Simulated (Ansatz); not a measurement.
(MgO)2 ring (Mg2O2), relaxed as a singlet with RKS r2SCAN-D4/def2-TZVP in Ansatz, starting from the GFN2-xTB geometry. Force threshold 0.02 eV/Å.

Start:

```xyz
4

Mg    0.966    0.414   -0.722
O     0.675    0.355    1.104
Mg   -0.966   -0.414    0.722
O    -0.675   -0.355   -1.104
```

(1) Estimate the energy that the relaxation releases and the steps that it takes.

(2) Does the start keep its bonding and symmetry?

(3) Predict the relaxed structure.

Answers

(1) 0.20 eV, in 4 steps; 6.5 s on 4 threads of Arm Neoverse V1 on a shared host. No frequencies were taken in this run, so the end may be a saddle point.

(2) By distances, no bond broke or formed. The bond that changes most is Mg1–O2, from 1.85 to 1.86 Å (atoms count from 1). Point group D2h at the start, D2h at the end, both within 0.05 Å.

(3) 
```xyz
4

Mg    0.906    0.388   -0.678
O     0.718    0.378    1.176
Mg   -0.906   -0.388    0.678
O    -0.718   -0.378   -1.176
```
Bond lengths (bridged metal pairs left out): 4 × Mg–O 1.86 Å.
